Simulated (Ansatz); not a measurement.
Frontier orbitals of `[CH3][Ta]([CH3])(=[O])[OH]`.

Total charge 0; spin multiplicity 1. Correlated methods include outer-core shells of Ta, which these sets cover unevenly. Ta: def2 effective core potential. Geometry: relaxed with PBE0-D4/def2-TZVP. It is one conformer, not always the lowest. Basis def2-TZVPP, Ansatz 0.2.0.

```tsv
functional	HOMO (eV)	LUMO (eV)	gap (eV)
PBE	-6.70	-2.32	4.38
PBE0	-8.08	-1.41	6.67
r2SCANh	-7.51	-1.77	5.74
r2SCAN0	-8.29	-1.28	7.01
ωB97X-V	-10.55	0.80	11.35
ωB97M-V	-10.43	0.66	11.09
```

From PBE to PBE0 the HOMO moves by −1.39 eV and the LUMO by +0.90 eV, and with ωB97M-V by −3.73 and +2.98 eV, so the gap grows from 4.38 to 11.09 eV with exact exchange. A positive LUMO is unbound and depends on the basis.
